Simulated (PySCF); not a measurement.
**CaBe: frontier orbitals**

PBE at R = 3.374 Å; basis Ca pcseg-2, Be pcseg-2; no relativity; PySCF 2.14. State: ¹Σ⁺ (singlet), closed shell. Only the outer orbitals are listed, counted within each symmetry.

```
orbital  occ.  ε (eV)  on Ca (%)            main shells (%)
     5σ     2  -46.64        100                   100 Ca s
     2π     2  -28.06        100                   100 Ca p
     2π     2  -28.06        100                   100 Ca p
     6σ     2  -28.00        100                   100 Ca p
     7σ     2   -5.83         21           77 Be s, 13 Ca s
     8σ     2   -3.64         77  75 Ca s, 12 Be p, 11 Be s
     9σ     0   -2.45         59           44 Ca d, 37 Be p
     3π     0   -2.43         53           47 Be p, 46 Ca d
     3π     0   -2.43         53           47 Be p, 46 Ca d
```

Question: Which are the highest filled and the lowest empty level, where do they sit, and how wide is the gap?

Answer: Highest filled 8σ at -3.64 eV (in %: 75 Ca s, 12 Be p, 11 Be s); lowest empty 9σ at -2.45 eV (in %: 44 Ca d, 37 Be p); the gap at PBE is 1.19 eV.

| Quantity | Value |
| --- | --- |
| bond order (Mayer) | 0.75 |
| ⟨S²⟩ | 0.000 |
| charge on Ca (Mulliken, basis-dependent) | 0.04 |
| charge on Ca (Löwdin, basis-dependent) | 0.16 |
| dipole moment (positive dipole means Ca(−)Be(+)) | -1.12 D |
| polarisability along the bond | 302.9 bohr³ |
| polarisability across the bond | 148.8 bohr³ |

Closed-shell solutions of metal pairs were not tested for spin polarisation, which can lower them a little.
